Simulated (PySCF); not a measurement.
C3H7NOSi, SMILES C#C[Si@H](N)OC.

Geometry optimised at B3LYP-D3(BJ)/def2-SVP. The structure was generated by enumeration; whether it is a known compound was not checked. The values are those of a single conformer.

All values below come from PySCF with M06-2X/def2-TZVP.

The molecule is in vacuum.

Computed frontier levels, gap, dipole moment and polarisability:
```json
{
 "highest_occupied_level": "-9.22 eV",
 "lowest_empty_level": "0.72 eV",
 "orbital_gap": "9.93 eV",
 "dipole_moment": "0.45 D",
 "quadrupole, principal values (traceless, Buckingham form, about the centre of nuclear charge)": "-8.98, 0.68, 8.30 D·Å",
 "mean_static_polarisability": "66.8 bohr³ (9.89 Å³)",
 "polarisability_principal_values": "53.5, 65.5, 81.3 bohr³"
}
```
